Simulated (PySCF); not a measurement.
HP2, SMILES [PH+]#P, charge +1. The structure is a stationary point at TPSSh-D3(BJ)/def2-TZVPD. The isomer is the one that the SMILES or the coordinates give; other isomers of the formula were not compared.

TDA-PBE/def2-TZVPD run with PySCF puts the lowest singlet excitations at 3.81, 4.13, 4.13, 5.10, 5.10, 6.30 eV and the lowest triplet (TDA) at 2.70 eV.

Task: What are the lowest singlet roots from EOM-CCSD/aug-cc-pVDZ (PySCF)? (Estimate from the structure and the level; the computed values follow.)

Result: 4.29, 4.56, 4.56, 5.62, 5.62, 6.58 eV; triplets 2.65, 3.56, 3.56 eV. S1 differs by 0.48 eV (second minus first; roots are paired by order, and the bases may differ).
